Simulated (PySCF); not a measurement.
A calculated (UHF, PySCF 2.14, dyall-av2z, the non-relativistic Hamiltonian (point nucleus)) atom or ion has these occupied shells.

```json
{"shell": "1s α", "electrons": "1", "orbital energy (eV)": "-15005.9", "rms radius, mean of both spins (bohr)": "0.0478"}
{"shell": "1s β", "electrons": "1", "orbital energy (eV)": "-15005.9", "rms radius, mean of both spins (bohr)": "0.0478"}
{"shell": "2s α", "electrons": "1", "orbital energy (eV)": "-2042.2", "rms radius, mean of both spins (bohr)": "0.197"}
{"shell": "2s β", "electrons": "1", "orbital energy (eV)": "-2042.2", "rms radius, mean of both spins (bohr)": "0.197"}
{"shell": "2p α", "electrons": "3", "orbital energy (eV)": "-1847.8", "rms radius, mean of both spins (bohr)": "0.173"}
{"shell": "2p β", "electrons": "3", "orbital energy (eV)": "-1847.8", "rms radius, mean of both spins (bohr)": "0.173"}
{"shell": "3s α", "electrons": "1", "orbital energy (eV)": "-330.20", "rms radius, mean of both spins (bohr)": "0.555"}
{"shell": "3s β", "electrons": "1", "orbital energy (eV)": "-330.16", "rms radius, mean of both spins (bohr)": "0.555"}
{"shell": "3p α", "electrons": "3", "orbital energy (eV)": "-258.19", "rms radius, mean of both spins (bohr)": "0.562"}
{"shell": "3p β", "electrons": "3", "orbital energy (eV)": "-258.18", "rms radius, mean of both spins (bohr)": "0.562"}
{"shell": "3d α", "electrons": "5", "orbital energy (eV)": "-128.79", "rms radius, mean of both spins (bohr)": "0.575"}
{"shell": "3d β", "electrons": "5", "orbital energy (eV)": "-128.78", "rms radius, mean of both spins (bohr)": "0.575"}
{"shell": "4s α", "electrons": "1", "orbital energy (eV)": "-41.526", "rms radius, mean of both spins (bohr)": "1.60"}
{"shell": "4s β", "electrons": "1", "orbital energy (eV)": "-41.413", "rms radius, mean of both spins (bohr)": "1.60"}
{"shell": "4p α", "electrons": "3", "orbital energy (eV)": "-22.067", "rms radius, mean of both spins (bohr)": "1.87"}
{"shell": "4p β", "electrons": "3", "orbital energy (eV)": "-22.025", "rms radius, mean of both spins (bohr)": "1.87"}
{"shell": "5s α", "electrons": "1", "orbital energy (eV)": "-3.758", "rms radius, mean of both spins (bohr)": "6.01"}
```

(1) Name the element and its charge.

## Answers

(1) Rb (rubidium, neutral), in [Kr] 5s1, 2S determinant.
